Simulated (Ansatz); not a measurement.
Computed with Ansatz on PBE0-D4/def2-TZVP structures; ΔE is electronic, products minus reactants. CBS: MP2 limit from def2 TZ/QZ plus the TZ coupled-cluster correction, frozen cores. This one scheme is used for every species. One conformer a species, not always the lowest.

Consider the ligand exchange at the Al–N bond: `C[NH][Al]([CH3])[Cl]` + HCl → `[CH3][Al]([Cl])[Cl]` + CH₃NH₂.

```tsv
species	CCSD/def2-SVP energy (Eh)
`C[NH][Al]([CH3])[Cl]`	-836.18513
HCl	-460.09995
`[CH3][Al]([Cl])[Cl]`	-1200.81144
CH₃NH₂	-95.50018
```

**Question.** Work out ΔE.

**Answer.** ΔE = (-1200.81144) + (-95.50018) − (-836.18513) − (-460.09995) = -0.02654 Eh = -69.7 kJ/mol. CCSD(T)/CBS gives -70.0 kJ/mol.

Largest T1 diagnostic among the species: 0.010.

From PBE to PBE0 (25 % exact exchange), in def2-TZVPP and without D4, ΔE moves by −3.3 kJ/mol. The D4 term adds +4.3 kJ/mol with B3LYP and +2.6 kJ/mol with PBE0; it sums over pairs of atoms, weighted by their polarisabilities, and B3LYP, whose exchange is more repulsive, gets the larger term.

B3LYP here is the variant with VWN-RPA as its local correlation; programs differ in this.
